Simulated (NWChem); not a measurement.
Molecule: C2H6OSi; SMILES C=CO[SiH3]

```xyz
10

C      0.1009     2.3653    -0.0792
C     -0.3644     1.1254     0.0670
O      0.4379     0.0382     0.1116
Si    -0.0395    -1.5620    -0.0365
H      1.1707     2.5564    -0.1871
H     -0.5929     3.2064    -0.0860
H     -1.4413     0.9305     0.1789
H     -0.3156    -1.9044    -1.4634
H      1.0882    -2.3791     0.4802
H     -1.2785    -1.7920     0.7683
```
Atoms are numbered in this order, from 1.

All runs: NWChem. Medium grid unless said otherwise, to which SCAN and Minnesota functionals are sensitive. The geometry was optimised at PBE0/def2-SVP. Hybrids' shares of exact exchange are those that their runs print; pure functionals count as 0. The functionals differ in more than this share.

| row | share of exact exchange | highest occupied level (eV) |
|---|---|---|
| PBE/def2-SVP | 0.00 | -5.56 |
| LDA (Slater exchange, VWN5)/def2-SVP | 0.00 | -5.71 |
| B3LYP/def2-SVP | 0.20 | -6.51 |
| B3PW91/def2-SVP | 0.20 | -6.58 |
| B97-2/def2-SVP | 0.21 | -6.53 |
| PBE0/def2-SVP | 0.25 | -6.78 |
| M06/def2-SVP | 0.27 | -6.83 |
| PW6B95/def2-SVP | 0.28 | -6.87 |
| M05-2X/def2-SVP | 0.56 | withheld |

### Question
Fit a straight line of the last column on the one before it, predict the withheld value, and compare with the run.

### Answer

1. Means of the 8 shown rows: x = 0.176, y = -6.421. Slope Σ(x − x̄)(y − ȳ)/Σ(x − x̄)² = -0.3980/0.08939 = -4.453; intercept -5.636.
2. The shown rows scatter about the line by 0.046 (root mean square); the largest residual is +0.08, at PBE/def2-SVP.
3. At x = 0.56 (M05-2X/def2-SVP; beyond the shown range) the line gives -8.13.
4. The run gives -8.06, +0.07 from the line, 1.5 times the scatter.
